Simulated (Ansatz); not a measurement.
Task: Name a neutral molecule of Al, C, Cl, Si and H with LUMO energy (B3LYP/def2-TZVPP) between -2.65 and -2.35 eV and HOMO–LUMO gap (ωB97M-V/def2-TZVPP) between 8.70 and 9.00 eV (Ansatz, PBE0-D4/def2-TZVP geometry).

Result: `C[SiH]([AlH2])Cl` (-2.40 eV, 8.72 eV). Other molecules can fit too; these were computed, each in one conformer that needn't be the lowest.

B3LYP here is the variant with VWN-RPA as its local correlation; programs differ in this.
